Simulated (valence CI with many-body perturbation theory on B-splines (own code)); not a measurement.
Zn XVII: calculated level list

Method: valence CI with perturbative core correlation (CI+MBPT): four valence electrons over a frozen Dirac-Fock core [Ne], a basis of 11 s, 11 p, 10 d, 8 f, 5 g, 2 h functions for each j, with the one-electron correlation potential Σ1 (screened to all orders), the two-electron term Σ2, the three-electron term Σ3, Breit, model QED; selected single and double excitations, second order for the rest, scaled by the run's own slope (own B-spline code, finite nucleus).

No measured spectrum was set against this ion. As an estimate, levels of excited configurations hold to 0.05 to 0.15 % of their energy, terms of the ground configuration to about 0.5 %. Among the levels kept, up to 820 cm⁻¹ of a level comes from second order outside the variational space, and about a tenth of that is noise between levels of different J, which matters for small intervals.

Levels 91 to 135 of 172, with energies above the lowest level, 3s2.3p2 3P_0. "Leading %" is the weight of the configuration and term that name the level; weights of strongly mixed levels are sums over their largest components and can fall short. Lifetimes count E1, E2, E3, M1 and M2 decay at the calculated energies, and are blank where another channel may lead or the interval is too uncertain; long ones can be off by a factor of two.

```csv
No.,Configuration,Term,J,E (eV),Leading %,Lifetime,g,Second component
91,3s.3p2.3d,1D,2,154.08,76,6.89 ps,0.965,8 % 3s2.3d2 3F
92,3s2.3d2,3P,0,157.48,78,6.95 ps,,17 % 3s.3p2.3d 3P
93,3s2.3d2,3P,1,157.69,78,7.08 ps,1.500,17 % 3s.3p2.3d 3P
94,3s2.3d2,1G,4,157.91,82,13.1 ps,0.999,15 % 3s.3p2.3d 1G
95,3s2.3d2,3P,2,157.93,66,7.03 ps,1.427,15 % 3s.3p2.3d 3P
96,3s2.3d2,1D,2,158.91,57,7.24 ps,1.068,22 % 3s.3p2.3d 1D
97,3p3.3d,3F°,2,161.02,57,70.7 ps,0.805,10 % 3s.3p.3d2 3F°
98,3p3.3d,1S°,0,161.30,68,188 ps,,24 % 3s.3p.3d2 1S°
99,3p3.3d,3F°,3,161.85,44,45.7 ps,1.210,20 % 3p3.3d 5D°
100,3p3.3d,5D°,4,163.27,44,34.5 ps,1.348,42 % 3p3.3d 3F°
101,3p3.3d,5D°,1,163.45,92,20.0 ps,1.469,
102,3p3.3d,5D°,0,163.51,91,20.3 ps,,
103,3p3.3d,3D°,2,163.52,59,54.8 ps,1.072,14 % 3p3.3d 3F°
104,3p3.3d,5D°,2,163.84,86,21.0 ps,1.453,5 % 3p3.3d 3D°
105,3p3.3d,3D°,3,163.85,41,49.7 ps,1.253,26 % 3p3.3d 3F°
106,3p3.3d,3D°,1,163.86,77,52.7 ps,0.527,14 % 3s.3p.3d2 3D°
107,3p3.3d,5D°,3,164.75,65,24.9 ps,1.431,24 % 3p3.3d 3D°
108,3p3.3d,5D°,4,164.99,49,32.9 ps,1.371,38 % 3p3.3d 3F°
109,3p3.3d,3G°,3,166.68,70,80.0 ps,0.776,21 % 3s.3p.3d2 3G°
110,3p3.3d,3G°,4,167.40,69,78.1 ps,1.073,20 % 3s.3p.3d2 3G°
111,3p3.3d,3G°,5,168.15,76,83.3 ps,1.199,22 % 3s.3p.3d2 3G°
112,3s2.3d2,1S,0,169.27,79,6.49 ps,,15 % 3s.3p2.3d 1S
113,3p3.3d,1D°,2,170.88,60,55.1 ps,1.011,22 % 3s.3p.3d2 1D°
114,3p3.3d,1G°,4,171.63,82,44.0 ps,1.025,7 % 3s.3p.3d2 1G°
115,3s.3p.3d2,5G°,2,172.67,97,62.0 ps,0.342,
116,3p3.3d,3D°,1,173.18,40,18.8 ps,0.791,33 % 3p3.3d 1P°
117,3s.3p.3d2,5G°,3,173.41,97,62.1 ps,0.921,
118,3p3.3d,3P°,1,174.13,36,27.3 ps,1.435,17 % 3p3.3d 3S°
119,3s.3p.3d2,5G°,4,174.42,97,61.8 ps,1.153,
120,3p3.3d,3P°,0,174.55,73,36.2 ps,,16 % 3s.3p.3d2 3P°
121,3p3.3d,3P°,2,175.34,52,13.6 ps,1.396,16 % 3p3.3d 3D°
122,3s.3p.3d2,5G°,5,175.76,97,61.5 ps,1.268,
123,3p3.3d,3S°,1,175.90,30,16.6 ps,1.515,25 % 3p3.3d 1P°
124,3p3.3d,3P°,1,176.37,48,15.5 ps,1.279,9 % 3p3.3d 3D°
125,3p3.3d,3D°,2,176.53,40,19.5 ps,1.281,31 % 3p3.3d 3P°
126,3p3.3d,3F°,3,177.47,73,31.5 ps,1.085,9 % 3s.3p.3d2 3F°
127,3p3.3d,3F°,2,177.48,75,32.8 ps,0.680,16 % 3s.3p.3d2 3F°
128,3s.3p.3d2,5G°,6,177.59,100,64.6 ps,1.333,
129,3p3.3d,3D°,3,177.74,53,33.7 ps,1.308,24 % 3s.3p.3d2 3D°
130,3p3.3d,3F°,4,178.66,66,32.3 ps,1.228,10 % 3s.3p.3d2 3F°
131,3p3.3d,3P°,2,178.81,66,41.5 ps,1.453,15 % 3s.3p.3d2 3P°
132,3p3.3d,3P°,0,179.45,76,10.8 ps,,16 % 3s.3p.3d2 3P°
133,3p3.3d,3P°,1,179.53,57,13.3 ps,1.480,13 % 3p3.3d 1P°
134,3s.3p.3d2,5D°,0,180.68,98,24.2 ps,,
135,3s.3p.3d2,5D°,1,180.74,81,22.4 ps,1.309,13 % 3s.3p.3d2 5F°
```

Names give the largest LS component (configuration and term), which can be under half, so a name can repeat, a term be missing and a line seem to break the LS rules; names also repeat where a configuration has a term twice.

Where two levels of one J and parity lie close, their mixing, g and order are uncertain.
